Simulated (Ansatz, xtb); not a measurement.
**Isomers of C2H5FGeSi in order of energy**

4 gas-phase structures of C2H5FGeSi, from a drawn sample of its isomers (lower ones may exist). Each was relaxed with GFN2-xTB:

A. `C#[C][GeH2][SiH2]F`, a singlet
B. `C#[C][Ge@@H]([F])[SiH3]`, a singlet
C. `C#C[SiH2][GeH2][F]`, a singlet
D. `C#C[Si@@H](F)[GeH3]`, a singlet

Question: Which do you expect lowest at r2SCAN-D4/def2-SVP//GFN2-xTB, and how would the others follow?

Answer: Calculated order at r2SCAN-D4/def2-SVP//GFN2-xTB: D (0.0), A (7.8), C (16.8), B (19.0) kcal/mol.

Energies above the lowest of each column, in kcal/mol; the last columns are at r2SCAN-D4/def2-SVP geometries:

```
structure  GFN2-xTB  HF/STO-3G  r2SCAN-D4/def2-SVP//GFN2-xTB  r2SCAN-D4/def2-SVP  CCSD(T)/def2-SVP + ΔMP2/def2-TZVPP
        D       2.9        0.0                           0.0                 0.0                                 0.0
        A       0.0        3.4                           7.8                 7.7                                 5.6
        C       8.7       16.6                          16.8                16.5                                18.4
        B       7.7       14.2                          19.0                19.2                                20.2
```

CCSD(T)/def2-SVP + ΔMP2/def2-TZVPP puts D lowest; GFN2-xTB picks A. Flexible structures stand in one conformer each, not always the lowest. The ΔMP2 step shifts differences by up to 3.5 kcal/mol, which makes them less sure. ΔMP2 is the change of the MP2 energy from the smaller to the larger basis.

Over these structures GFN2-xTB departs from r2SCAN-D4/def2-SVP//GFN2-xTB by 4.5 kcal/mol on average once a common shift is removed. A GFN2-xTB relaxation took about 0.083 s and the r2SCAN-D4/def2-SVP//GFN2-xTB energy about 1.5 s on a shared host (Ansatz 0.2.0, xtb 6.7.1).
